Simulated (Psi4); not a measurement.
O (SMILES [O-]), charge -1, doublet (a gas-phase anion, which may not be bound at this level); B3LYP/6-31G* (Psi4).

The Psi4 input:
```
memory 2 GB

molecule mol {
-1 2
  O     0.000000    0.000000    0.000000
}

set basis 6-31g*
set reference uks

energy('b3lyp')
print_variables()
```

It wrote (shortened):

```
   => Loading Basis Set <=

    Name: 6-31G*
    Role: ORBITAL
    Keyword: BASIS

         ---------------------------------------------------------
                                   SCF
               by Justin Turney, Rob Parrish, Andy Simmonett
                          and Daniel G. A. Smith
                              UKS Reference
         ---------------------------------------------------------

  ==> Geometry <==

    Molecular point group: d2h
    Geometry (in Angstrom), charge = -1, multiplicity = 2:

       Center              X                  Y                   Z               Mass
    ------------   -----------------  -----------------  -----------------  -----------------
         O            0.000000000000     0.000000000000     0.000000000000    15.994914619570

  Running in d2h symmetry.

  Rotational constants: A = ************  B = ************  C = ************ [cm^-1]
  Rotational constants: A = ************  B = ************  C = ************ [MHz]
  Nuclear repulsion =    0.000000000000000

  Charge       = -1
  Multiplicity = 2
  Electrons    = 9
  Nalpha       = 5
  Nbeta        = 4

  ==> Algorithm <==

  SCF Algorithm Type is DF.
  DIIS enabled.
  MOM disabled.
  Fractional occupation disabled.
  Guess Type is CORE.
  Energy threshold   = 1.00e-06
  Density threshold  = 1.00e-06
  Integral threshold = 1.00e-12

  ==> Primary Basis <==

  Basis Set: 6-31G*
    Blend: 6-31G*
    Number of shells: 6
    Number of basis functions: 15
    Number of Cartesian functions: 15
    Spherical Harmonics?: false
    Max angular momentum: 2

  ==> DFT Potential <==

   => LibXC <=

    Version 7.1.2
    S. Lehtola, C. Steigemann, M. J. T. Oliveira, and M. A. L. Marques,  SoftwareX 7, 1–5 (2018) (10.1016/j.softx.2017.11.002)

   => Composite Functional: B3LYP <=

    B3LYP Hyb-GGA Exchange-Correlation Functional

    P. J. Stephens, F. J. Devlin, C. F. Chabalowski, and M. J. Frisch,  J. Phys. Chem. 98, 11623 (1994) (10.1021/j100096a001)

    Deriv               =              1
    GGA                 =           TRUE
    Meta                =          FALSE

    Exchange Hybrid     =           TRUE
    MP2 Hybrid          =          FALSE

   => Exchange Functionals <=

    0.0800   Slater exchange
    0.7200         Becke 88

   => Exact (HF) Exchange <=

    0.2000               HF

   => Correlation Functionals <=

    0.1900   Vosko, Wilk & Nusair (VWN5_RPA)
    0.8100   Lee, Yang & Parr

   => LibXC Density Thresholds  <==

    XC_HYB_GGA_XC_B3LYP:  1.00E-15

   => Molecular Quadrature <=

    Radial Scheme          =       TREUTLER
    Pruning Scheme         =           NONE
    Nuclear Scheme         =       TREUTLER

    Blocking Scheme        =         OCTREE
    BS radius alpha        =              1
    Pruning alpha          =              1
    Radial Points          =             75
    Spherical Points       =            302
    Total Points           =          20838
    Total Blocks           =            213
    Max Points             =            256
    Max Functions          =             15
    Weights Tolerance      =       1.00E-15

   => Loading Basis Set <=

    Name: (6-31G* AUX)
    Role: JKFIT
    Keyword: DF_BASIS_SCF

  ==> Integral Setup <==

  SCF_SUBTYPE=INCORE selected. In-core MEM_DF algorithm will be used.
  Using in-core AOs.

  ==> MemDFJK: Density-Fitted J/K Matrices <==

    J tasked:                   Yes
    K tasked:                   Yes
    wK tasked:                   No
    Algorithm:                 Core
    Schwarz Cutoff:           1E-12
    Mask sparsity (%):       0.0000
    Fitting Condition:        1E-10

   => Auxiliary Basis Set <=

  Basis Set: (6-31G* AUX)
    Blend: CC-PVDZ-JKFIT
    Number of shells: 24
    Number of basis functions: 81
    Number of Cartesian functions: 81
    Spherical Harmonics?: false
    Max angular momentum: 3

  Minimum eigenvalue in the overlap matrix is 6.6399754462E-02.
[...]
     B1u        2       2       1       1       1       0
     B2u        2       2       1       0       0       1
     B3u        2       2       1       1       1       0
   -------------------------------------------------------
    Total      15      15       5       4       4       1
   -------------------------------------------------------

  ==> Iterations <==

                           Total Energy        Delta E     RMS |[F,P]|

   @DF-UKS iter   1:   -70.24017888059419   -7.02402e+01   3.83203e-01 ADIIS
   @DF-UKS iter   2:   -71.94751061768045   -1.70733e+00   3.37709e-01 ADIIS
   @DF-UKS iter   3:   -74.89867407785603   -2.95116e+00   8.84059e-02 DIIS/ADIIS
   @DF-UKS iter   4:   -74.91440717747612   -1.57331e-02   8.59561e-02 DIIS/ADIIS
   @DF-UKS iter   5:   -75.05264478963521   -1.38238e-01   2.05327e-03 DIIS/ADIIS
   @DF-UKS iter   6:   -75.05272779545828   -8.30058e-05   6.13570e-05 DIIS
   @DF-UKS iter   7:   -75.05272792801993   -1.32562e-07   5.97797e-06 DIIS
   @DF-UKS iter   8:   -75.05272792993554   -1.91561e-09   6.49264e-07 DIIS
  Energy and wave function converged.

  ==> Post-Iterations <==

   Electrons on quadrature grid:
      Nalpha   =    5.0000000000 ; deviation = -4.179e-12
      Nbeta    =    4.0000000000 ; deviation = -4.175e-12
      Ntotal   =    9.0000000000 ; deviation = -8.354e-12

   @Spin Contamination Metric:   1.227123265E-03
   @S^2 Expected:                7.500000000E-01
   @S^2 Observed:                7.512271233E-01
   @S   Expected:                5.000000000E-01
   @S   Observed:                5.000000000E-01

    Orbital Energies [Eh]
    ---------------------

    Alpha Occupied:

[...]
    Alpha Virtual:

[...]
       6Ag     3.640462

    Beta Occupied:

[...]
       1B3u    0.184142

    Beta Virtual:

[...]
    Final Occupation by Irrep:
             Ag   B1g   B2g   B3g    Au   B1u   B2u   B3u
    DOCC [     2,    0,    0,    0,    0,    1,    0,    1 ]
    SOCC [     0,    0,    0,    0,    0,    0,    1,    0 ]
    NA   [     2,    0,    0,    0,    0,    1,    1,    1 ]
    NB   [     2,    0,    0,    0,    0,    1,    0,    1 ]

  @DF-UKS Final Energy:   -75.05272792993554

   => Energetics <=

    Nuclear Repulsion Energy =              0.0000000000000000
    One-Electron Energy =                -107.6078686258189805
    Two-Electron Energy =                  39.7024984005204402
    DFT Exchange-Correlation Energy =      -7.1473577046370069
    Empirical Dispersion Energy =           0.0000000000000000
    VV10 Nonlocal Energy =                  0.0000000000000000
    Total Energy =                        -75.0527279299355428

  UHF NO Occupations:
  HONO-2 :    1B1u 1.9999324
  HONO-1 :    2 Ag 1.9995217
  HONO-0 :    1B2u 1.0000000
  LUNO+0 :    3 Ag 0.0004783
  LUNO+1 :    2B3u 0.0000676
  LUNO+2 :    2B1u 0.0000676
  LUNO+3 :    4 Ag 0.0000001

Computation Completed

Properties will be evaluated at   0.000000,   0.000000,   0.000000 [a0]

Properties computed using the SCF density matrix

 Multipole Moments:

 ------------------------------------------------------------------------------------
     Multipole            Electronic (a.u.)      Nuclear  (a.u.)        Total (a.u.)
 ------------------------------------------------------------------------------------

 L = 1.  Multiply by 2.5417464519 to convert [e a0] to [Debye]
 Dipole X            :          0.0000000            0.0000000            0.0000000
 Dipole Y            :          0.0000000            0.0000000            0.0000000
 Dipole Z            :          0.0000000            0.0000000            0.0000000
 Magnitude           :                                                    0.0000000

 ------------------------------------------------------------------------------------

  Variable Map:
  ----------------------------------------------------------------------------
[...]
  Array Variable Map:
  ----------------------------------------------------------------------------
[...]
[...]
```
